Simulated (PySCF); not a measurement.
Radial density of Sn+ (tin, charge +1)

BP86, [Kr] 4d10 5s2 5p1, 2P determinant. All numbers are calculated (PySCF 2.14, scalar relativity through the core potential, in cc-pVTZ-PP with ECP28MDF). This is the valence pseudo-density: the core potential removes the inner electrons and smooths the orbitals near the nucleus.

```json
{"r (bohr)": "0.00444", "4πr²ρ (e/bohr)": "1.453e-05", "4πr²(ρα − ρβ)": "0.0000"}
{"r (bohr)": "0.00747", "4πr²ρ (e/bohr)": "3.815e-05", "4πr²(ρα − ρβ)": "0.0000"}
{"r (bohr)": "0.0126", "4πr²ρ (e/bohr)": "8.980e-05", "4πr²(ρα − ρβ)": "0.0000"}
{"r (bohr)": "0.0211", "4πr²ρ (e/bohr)": "0.0001775", "4πr²(ρα − ρβ)": "0.0000"}
{"r (bohr)": "0.0356", "4πr²ρ (e/bohr)": "0.0003153", "4πr²(ρα − ρβ)": "0.0000"}
{"r (bohr)": "0.0598", "4πr²ρ (e/bohr)": "0.0006048", "4πr²(ρα − ρβ)": "0.0000"}
{"r (bohr)": "0.101", "4πr²ρ (e/bohr)": "0.002829", "4πr²(ρα − ρβ)": "0.0000"}
{"r (bohr)": "0.169", "4πr²ρ (e/bohr)": "0.03153", "4πr²(ρα − ρβ)": "0.0001"}
{"r (bohr)": "0.285", "4πr²ρ (e/bohr)": "0.5450", "4πr²(ρα − ρβ)": "0.0016"}
{"r (bohr)": "0.479", "4πr²ρ (e/bohr)": "8.009", "4πr²(ρα − ρβ)": "0.0303"}
{"r (bohr)": "0.805", "4πr²ρ (e/bohr)": "22.85", "4πr²(ρα − ρβ)": "0.0347"}
{"r (bohr)": "1.35", "4πr²ρ (e/bohr)": "8.729", "4πr²(ρα − ρβ)": "0.0649"}
{"r (bohr)": "2.28", "4πr²ρ (e/bohr)": "2.094", "4πr²(ρα − ρβ)": "0.4369"}
{"r (bohr)": "3.83", "4πr²ρ (e/bohr)": "0.3504", "4πr²(ρα − ρβ)": "0.1932"}
{"r (bohr)": "6.45", "4πr²ρ (e/bohr)": "0.01034", "4πr²(ρα − ρβ)": "0.0085"}
{"r (bohr)": "10.8", "4πr²ρ (e/bohr)": "8.726e-05", "4πr²(ρα − ρβ)": "0.0001"}
```

Energies and moments cover only the electrons outside the core potential.
